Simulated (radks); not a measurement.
Results of a calculation; reference values are marked as such.
Coulomb parameter of the 4f shell of neutral thulium in the model configuration [Xe] 4f11 6s2 6p2, as a second difference U = [E(n + 0.5) + E(n - 0.5) - 2 E(n)] / (0.5)^2 with all orbitals relaxed. "Bare": the charge of the atom changes with n. "Screened": the 6p shell takes up the change at fixed total charge, which measures U(4f,4f) + U(6p,6p) - 2 U(4f,6p). Code: a radial shooting solver on a logarithmic mesh with Libxc functionals. Model: Dirac Kohn-Sham, PBE, spin-unpolarised, spherical densities, finite nucleus; open shells are shared between the two j in proportion to 2j + 1; Fermi nuclear charge, rms radius 5.2256 fm.

case                   configuration  E - E(n) (eV)
start              [Xe] 4f11 6s2 6p2          0.000
bare +0.5        [Xe] 4f11.5 6s2 6p2         -9.813
bare -0.5        [Xe] 4f10.5 6s2 6p2         14.079
screened +0.5  [Xe] 4f11.5 6s2 6p1.5         -8.985
screened -0.5  [Xe] 4f10.5 6s2 6p2.5         11.665

U(bare) = 17.064 eV, U(screened by 6p) = 10.718 eV, against the Slater integral F0(4f,4f) = 35.021 eV with frozen orbitals. The step up makes a negative ion, whose loosely bound charge lowers the bare value.
